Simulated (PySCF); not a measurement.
## Si¹²⁺ (silicon, charge +12) across methods

1s2, closed-shell 1S. Computed with PySCF 2.14 in an uncontracted even-tempered set (17 s from 7.3 bohr⁻², ratio 2.2; 7 p from 11 bohr⁻², ratio 2.4; 4 d from 34 bohr⁻², ratio 2.4; 3 f from 51 bohr⁻², ratio 2.4; 3 g from 76 bohr⁻², ratio 2.4), with the spin-free X2C one-electron Hamiltonian (Gaussian nucleus).

```
method  E (hartree)  mean ε 1s (eV)  Σ⟨r²⟩ (bohr²)   ⟨S²⟩
   UHF   -187.82509         -2438.8        0.03218  0.000
  PBE0    -187.7505         -2374.3        0.03232  0.000
revPBE    -187.8356         -2353.4        0.03234  0.000
 B97-3    -187.8520         -2376.3        0.03227  0.000
   LDA    -186.8369         -2343.1        0.03251  0.000
r2SCAN    -187.8772         -2362.5        0.03225  0.000
   PBE    -187.7101         -2352.5        0.03236  0.000
```
